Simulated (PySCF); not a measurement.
## `InChI=1S/C3H10BOPSi/c1-5-2-3(7)6(2)4/h6H,1,4,7H3`

Molfile (atoms numbered from 1):
```
C3H10BOPSi
     RDKit          3D

 17 17  0  0  0  0  0  0  0  0999 V2000
    0.0299    2.5621    0.0758 B   0  0  0  0  0  0  0  0  0  0  0  0
   -0.1563    0.8037    0.8998 P   0  0  1  0  0  0  0  0  0  0  0  0
   -1.0285   -0.6899    0.2641 C   0  0  0  0  0  0  0  0  0  0  0  0
   -2.6517   -1.5643   -0.0391 Si  0  0  0  0  0  4  0  0  0  0  0  0
    0.2804   -0.7207    0.0351 C   0  0  0  0  0  0  0  0  0  0  0  0
    1.2583   -1.4031   -0.5199 O   0  0  0  0  0  0  0  0  0  0  0  0
    2.5216   -0.7575   -0.5406 C   0  0  0  0  0  0  0  0  0  0  0  0
   -0.7879    3.2586    0.5777 H   0  0  0  0  0  0  0  0  0  0  0  0
    1.1491    2.8798    0.3299 H   0  0  0  0  0  0  0  0  0  0  0  0
   -0.1640    2.3153   -1.0729 H   0  0  0  0  0  0  0  0  0  0  0  0
    0.1143    0.4772    2.2519 H   0  0  0  0  0  0  0  0  0  0  0  0
   -3.4604   -0.7536   -0.9484 H   0  0  0  0  0  0  0  0  0  0  0  0
   -2.3282   -2.8654   -0.6228 H   0  0  0  0  0  0  0  0  0  0  0  0
   -3.3253   -1.7198    1.2514 H   0  0  0  0  0  0  0  0  0  0  0  0
    3.2508   -1.5157   -0.8192 H   0  0  0  0  0  0  0  0  0  0  0  0
    2.7659   -0.3458    0.4433 H   0  0  0  0  0  0  0  0  0  0  0  0
    2.5249    0.0512   -1.2769 H   0  0  0  0  0  0  0  0  0  0  0  0
  1  2  1  0
  2  3  1  0
  3  4  1  0
  3  5  2  0
  5  6  1  0
  6  7  1  0
  5  2  1  0
  1  8  1  0
  1  9  1  0
  1 10  1  0
  2 11  1  1
  4 12  1  0
  4 13  1  0
  4 14  1  0
  7 15  1  0
  7 16  1  0
  7 17  1  0
M  CHG  2   1  -1   2   1
M  END
```

Computed with GIAO B3LYP/pcSseg-1 magnetisability, rotational g tensor and spin-rotation constants, non-relativistic, gas phase (PySCF 2.14.0). Geometry: GFN2-xTB.

Task: How diamagnetic is it, and how anisotropic?

Result: Isotropic -1358 × 10⁻³⁰ J/T², or -81.8 × 10⁻⁶ cm³/mol; principal values -1527, -1383, -1163 × 10⁻³⁰ J/T², anisotropy 318 × 10⁻³⁰ J/T² (root of half the summed squared differences of the principal values). The susceptibility is in cgs units.

Task: Split it along the inertial axes a, b, c into diamagnetic and paramagnetic parts about the centre of mass, with the quadrupole moment.

Result: 
| axis | χ (10⁻⁶ cm³/mol) | diamagnetic (10⁻⁶ cm³/mol) | paramagnetic (10⁻⁶ cm³/mol) | summed x² of all electrons (Å²) | quadrupole Θ (D Å) |
| --- | --- | --- | --- | --- | --- |
| a | -82.7 | -735.7 | 653.0 | 234.9 | +10.48 |
| b | -72.3 | -1131.0 | 1058.7 | 141.7 | -11.42 |
| c | -90.3 | -1598.1 | 1507.8 | 31.7 | +0.94 |

Anisotropies 2χaa − χbb − χcc = -2.9 and 2χbb − χaa − χcc = +28.4 × 10⁻⁶ cm³/mol. Θ is traceless in Buckingham's convention.

Task: And the rotational g tensor?

Result: 
```tsv
axis	rotational constant (GHz)	g	nuclear part	electronic part
a	1.9986	-0.0319	0.5812	-0.6131
b	1.2192	-0.0181	0.5884	-0.6064
c	0.8225	-0.0080	0.5746	-0.5827
```
Asymmetric top; isotopes 11B, 12C, 1H, 16O, 31P, 28Si; no vibrational averaging.
